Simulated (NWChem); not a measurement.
Program: NWChem. System: C2H3O2, charge 0, spin multiplicity 2, at a geometry optimised with UB3LYP/def2-SVP. The structure started from a generated list of species. Its SCF solution wasn't tested for a lower state. Level: UHF/def2-TZVP.

NWChem printed:

```
             Northwest Computational Chemistry Package (NWChem) 7.3.0
             --------------------------------------------------------

                                NWChem Input Module
                                -------------------

 Scaling coordinates for geometry "geometry" by  1.889725989
 (inverse scale =  0.529177249)

 Turning off AUTOSYM since
 SYMMETRY directive was detected!

                             Geometry "geometry" -> ""
                             -------------------------

 Output coordinates in angstroms (scale by  1.889725989 to convert to a.u.)

  No.       Tag          Charge          X              Y              Z
 ---- ---------------- ---------- -------------- -------------- --------------
    1 C                    6.0000     0.33939100    -1.42828700     0.00000000
    2 O                    8.0000     0.84339000    -0.16488700     0.00000000
    3 C                    6.0000    -0.01139400     0.89094200     0.00000000
    4 O                    8.0000    -1.20634800     0.81196700     0.00000000
    5 H                    1.0000    -0.74050700    -1.56521800     0.00000000
    6 H                    1.0000     1.09197700    -2.21231800     0.00000000
    7 H                    1.0000     0.58421500     1.82496600     0.00000000

 Effective nuclear repulsion energy (a.u.)     114.4648967053

            Nuclear Dipole moment (a.u.)
            ----------------------------
        X                 Y               Z
 ---------------- ---------------- ----------------
     0.0000056692    -0.0000000000     0.0000000000

      Symmetry information
      --------------------

 Group name             Cs
 Group number              2
 Group order               2
 No. of unique centers     7

      Symmetry unique atoms

     1    2    3    4    5    6    7


 Summary of "ao basis" -> "" (spherical)
 ------------------------------------------------------------------------------
       Tag                 Description            Shells   Functions and Types
 ---------------- ------------------------------  ------  ---------------------
 *                         def2-tzvp                  on all atoms

 Summary of "ao basis" -> "ao basis" (spherical)
 ------------------------------------------------------------------------------
       Tag                 Description            Shells   Functions and Types
 ---------------- ------------------------------  ------  ---------------------
 C                         def2-tzvp                11       31   5s3p2d1f
 O                         def2-tzvp                11       31   5s3p2d1f
 H                         def2-tzvp                 4        6   3s1p

                                 NWChem SCF Module
                                 -----------------

  ao basis        = "ao basis"
  functions       =   142
  atoms           =     7
  alpha electrons =    16
  beta  electrons =    15
  charge          =   0.00
  wavefunction    = UHF
  use symmetry    = T
  symmetry adapt  = T

 Summary of "ao basis" -> "ao basis" (spherical)
 ------------------------------------------------------------------------------
       Tag                 Description            Shells   Functions and Types
 ---------------- ------------------------------  ------  ---------------------
 C                         def2-tzvp                11       31   5s3p2d1f
 O                         def2-tzvp                11       31   5s3p2d1f
 H                         def2-tzvp                 4        6   3s1p

      Symmetry analysis of basis
      --------------------------

        a'         99
        a"         43

 Forming initial guess at       0.0s

   Symmetry analysis of molecular orbitals - initial alpha
   -------------------------------------------------------

  Numbering of irreducible representations:

     1 a'          2 a"

  Orbital symmetries:

     1 a'          2 a'          3 a'          4 a'          5 a'
     6 a'          7 a'          8 a'          9 a'         10 a'
    11 a"         12 a'         13 a'         14 a"         15 a'
    16 a"         17 a"         18 a'         19 a'         20 a'
    21 a'         22 a'         23 a'         24 a"         25 a'
[...]
    67     -1.037155  3 C  s                 75     -0.542079  3 C  py
    13     -0.506497  1 C  py                98      0.503568  4 O  s
    36     -0.421844  2 O  s                132      0.420603  6 H  s

                     UHF Final Beta Molecular Orbital Analysis
                     -----------------------------------------

 Vector   13  Occ=1.000000D+00  E=-5.454090D-01  Symmetry=a'
              MO Center=  2.9D-01, -8.1D-01, -5.6D-15, r^2= 2.2D+00
   Bfn.  Coefficient  Atom+Function         Bfn.  Coefficient  Atom+Function
  ----- ------------  ---------------      ----- ------------  ---------------
    37      0.271785  2 O  px                40      0.250012  2 O  px
     6     -0.233049  1 C  px               126      0.216422  5 H  s
     9     -0.183935  1 C  px               132     -0.157984  6 H  s

 Vector   14  Occ=1.000000D+00  E=-5.022519D-01  Symmetry=a"
              MO Center= -3.8D-01,  4.6D-01,  6.7D-15, r^2= 1.8D+00
   Bfn.  Coefficient  Atom+Function         Bfn.  Coefficient  Atom+Function
  ----- ------------  ---------------      ----- ------------  ---------------
   101      0.328811  4 O  pz               104      0.298373  4 O  pz
    39     -0.269379  2 O  pz                42     -0.250727  2 O  pz
   107      0.186862  4 O  pz                45     -0.178407  2 O  pz

 Vector   15  Occ=1.000000D+00  E=-4.768773D-01  Symmetry=a'
              MO Center= -6.9D-01,  7.7D-01,  1.8D-16, r^2= 1.7D+00
   Bfn.  Coefficient  Atom+Function         Bfn.  Coefficient  Atom+Function
  ----- ------------  ---------------      ----- ------------  ---------------
   100      0.411562  4 O  py               103      0.369815  4 O  py
   106      0.250808  4 O  py               138     -0.150994  7 H  s

 Vector   16  Occ=0.000000D+00  E= 1.052007D-01  Symmetry=a"
              MO Center=  1.6D-01, -7.3D-01,  2.1D-15, r^2= 3.6D+00
   Bfn.  Coefficient  Atom+Function         Bfn.  Coefficient  Atom+Function
  ----- ------------  ---------------      ----- ------------  ---------------
    14      0.689838  1 C  pz                76     -0.384652  3 C  pz
   107      0.278829  4 O  pz                 8      0.237564  1 C  pz
    73     -0.212339  3 C  pz                70     -0.195810  3 C  pz
    11      0.160409  1 C  pz

 Vector   17  Occ=0.000000D+00  E= 1.672771D-01  Symmetry=a"
              MO Center=  2.0D-02,  2.1D-01, -9.7D-15, r^2= 4.1D+00
   Bfn.  Coefficient  Atom+Function         Bfn.  Coefficient  Atom+Function
  ----- ------------  ---------------      ----- ------------  ---------------
    76      0.840096  3 C  pz                14      0.524053  1 C  pz
    45     -0.462867  2 O  pz               107     -0.455592  4 O  pz
    70      0.211205  3 C  pz               101     -0.206923  4 O  pz
    39     -0.194819  2 O  pz                73      0.185427  3 C  pz
    42     -0.152504  2 O  pz               104     -0.152223  4 O  pz

 Vector   18  Occ=0.000000D+00  E= 1.752204D-01  Symmetry=a'
              MO Center=  9.9D-01,  2.4D+00, -3.0D-15, r^2= 2.6D+00
   Bfn.  Coefficient  Atom+Function         Bfn.  Coefficient  Atom+Function
  ----- ------------  ---------------      ----- ------------  ---------------
   139      3.735055  7 H  s                 67     -1.852866  3 C  s
    75     -1.580655  3 C  py                74     -0.962354  3 C  px
   138     -0.608621  7 H  s                 98     -0.403232  4 O  s
    13     -0.361644  1 C  py               106      0.298987  4 O  py
    12      0.235833  1 C  px               133     -0.181524  6 H  s

 center of mass
 --------------
 x =  -0.02966873 y =   0.06193054 z =   0.00000000

 moments of inertia (a.u.)
 ------------------
         198.838434123991          85.677180729996           0.000000000000
          85.677180729996         136.135747857962           0.000000000000
           0.000000000000           0.000000000000         334.974181981953

  Mulliken analysis of the total density
  --------------------------------------

    Atom       Charge   Shell Charges
 -----------   ------   -------------------------------------------------------
    1 C    6     6.12   0.85  1.12  0.49  0.65  0.13  1.19  1.24  0.35  0.03  0.06  0.01
    2 O    8     8.34   0.79  1.18  0.55  0.97  0.26  1.86  2.08  0.59  0.00  0.04  0.00
    3 C    6     5.57   0.86  1.12  0.52  0.53  0.06  1.13  0.94  0.14  0.06  0.18  0.02
    4 O    8     8.43   0.79  1.18  0.58  0.94  0.35  1.83  1.94  0.77  0.00  0.03  0.00
    5 H    1     0.82   0.26  0.46  0.08  0.02
    6 H    1     0.85   0.26  0.48  0.08  0.02
    7 H    1     0.88   0.26  0.49  0.11  0.02

  Mulliken analysis of the alpha density
  --------------------------------------

    Atom       Charge   Shell Charges
 -----------   ------   -------------------------------------------------------
    1 C    6     3.65   0.43  0.56  0.27  0.36  0.08  0.79  0.85  0.27  0.01  0.03  0.00
    2 O    8     4.16   0.40  0.59  0.28  0.48  0.12  0.94  1.04  0.27  0.00  0.02  0.00
    3 C    6     2.78   0.43  0.56  0.26  0.26  0.03  0.56  0.47  0.07  0.03  0.09  0.01
    4 O    8     4.23   0.40  0.59  0.29  0.47  0.17  0.92  0.98  0.39  0.00  0.02  0.00
    5 H    1     0.37   0.12  0.20  0.03  0.01
    6 H    1     0.38   0.12  0.21  0.03  0.01
    7 H    1     0.44   0.13  0.24  0.05  0.01

   Mulliken analysis of the beta density
   -------------------------------------

    Atom       Charge   Shell Charges
 -----------   ------   -------------------------------------------------------
    1 C    6     2.47   0.43  0.56  0.23  0.29  0.05  0.40  0.39  0.07  0.01  0.03  0.01
    2 O    8     4.18   0.40  0.59  0.28  0.48  0.13  0.92  1.04  0.32  0.00  0.02  0.00
    3 C    6     2.78   0.43  0.56  0.26  0.26  0.03  0.56  0.47  0.07  0.03  0.09  0.01
    4 O    8     4.20   0.40  0.59  0.29  0.47  0.17  0.91  0.97  0.38  0.00  0.02  0.00
    5 H    1     0.46   0.14  0.26  0.05  0.01
    6 H    1     0.47   0.14  0.27  0.05  0.01
    7 H    1     0.44   0.13  0.24  0.05  0.01

   Mulliken analysis of the spin density
   -------------------------------------

    Atom       Charge   Shell Charges
 -----------   ------   -------------------------------------------------------
    1 C    6     1.18   0.00 -0.00  0.04  0.06  0.03  0.38  0.47  0.20 -0.00  0.00 -0.00
    2 O    8    -0.03   0.00 -0.00  0.00 -0.00 -0.01  0.02  0.00 -0.05  0.00  0.01  0.00
    3 C    6     0.00  -0.00  0.00 -0.00  0.00 -0.00  0.00  0.00 -0.00  0.00  0.00  0.00
    4 O    8     0.03   0.00 -0.00  0.00  0.00 -0.00  0.02  0.01  0.00 -0.00 -0.00 -0.00
    5 H    1    -0.09  -0.02 -0.06 -0.02  0.01
    6 H    1    -0.09  -0.02 -0.06 -0.02  0.01
    7 H    1    -0.00  -0.00 -0.00 -0.00  0.00

       Multipole analysis of the density wrt the origin
       ------------------------------------------------

     L   x y z        total         alpha         beta         nuclear
     -   - - -        -----         -----         ----         -------
     0   0 0 0     -0.000000    -16.000000    -15.000000     31.000000

     1   1 0 0      0.721581      0.074770      0.646805      0.000006
     1   0 1 0     -0.148466      1.183662     -1.332129     -0.000000
     1   0 0 1      0.000000      0.000000     -0.000000      0.000000

     2   2 0 0    -19.961194    -46.352733    -45.410514     71.802053
     2   1 1 0      1.784469     23.274985     21.750067    -43.240583
     2   1 0 1      0.000000      0.000000      0.000000      0.000000
     2   0 2 0    -14.000341    -70.048179    -62.401768    118.449606
     2   0 1 1     -0.000000     -0.000000     -0.000000      0.000000
     2   0 0 2    -17.590581     -9.927072     -7.663508      0.000000

 Task  times  cpu:        9.2s     wall:        9.2s

 Total times  cpu:        9.2s     wall:        9.2s
```

Task: Write an NWChem input that would produce this output.

Result: Several could match; the one computed here: 
```
start mol
memory heap 200 mb stack 900 mb global 1100 mb
geometry units angstroms nocenter noautoz
  C      0.339391    -1.428287     0.000000
  O      0.843390    -0.164887     0.000000
  C     -0.011394     0.890942     0.000000
  O     -1.206348     0.811967     0.000000
  H     -0.740507    -1.565218     0.000000
  H      1.091977    -2.212318     0.000000
  H      0.584215     1.824966     0.000000
  symmetry group Cs
end
basis spherical
  * library def2-tzvp
end
scf
  uhf
  nopen 1
  maxiter 100
  thresh 1e-7
  semidirect memsize 60000000 filesize 0
  # guess.movecs holds the orbitals of an unrestricted PBE0 run
  vectors input guess.movecs output mol.movecs
end
task scf energy
```
